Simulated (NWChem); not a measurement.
Species: C$_{3}$H$_{8}$NO cation; SMILES CN(C)C=[OH+]

```xyz
13

C     -1.4469     0.4610     0.0043
N      0.0208     0.3874     0.0018
C      0.7516     1.6614     0.0001
C      0.6637    -0.7499     0.0004
O      0.0121    -1.8832     0.0015
H     -1.7745     1.0157     0.9055
H     -1.8830    -0.5515     0.0073
H     -1.7781     1.0133    -0.8970
H      1.8417     1.4822    -0.0062
H      0.4766     2.2392     0.9042
H      0.4670     2.2421    -0.8990
H      1.7691    -0.7351    -0.0016
H      0.6156    -2.6562     0.0007
```
Atoms are numbered in this order, from 1.

Results from NWChem. Pople sets run with spherical d functions. Geometry: optimised at PBE-D3(BJ)/def2-SVP. No frequency run checked for a minimum. B3LYP is NWChem's, with the RPA form of VWN correlation. Atomic charges in e: unrestrained fits to the electrostatic potential beside Mulliken populations; buried atoms are poorly determined by the fit.

For level Hartree-Fock/6-31G*:

```
Item         Value
-----------  -----
Mulliken C1  -0.35
Mulliken N2  -0.55
Mulliken C3  -0.33
Mulliken C4   0.56
Mulliken O5  -0.66
```

Problem. What are these values for level B3LYP/def2-SVP?

Solution. 
| Property | Result |
|---|---|
| Mulliken C1 | 0.07 |
| Mulliken N2 | -0.23 |
| Mulliken C3 | 0.08 |
| Mulliken C4 | 0.25 |
| Mulliken O5 | -0.11 |
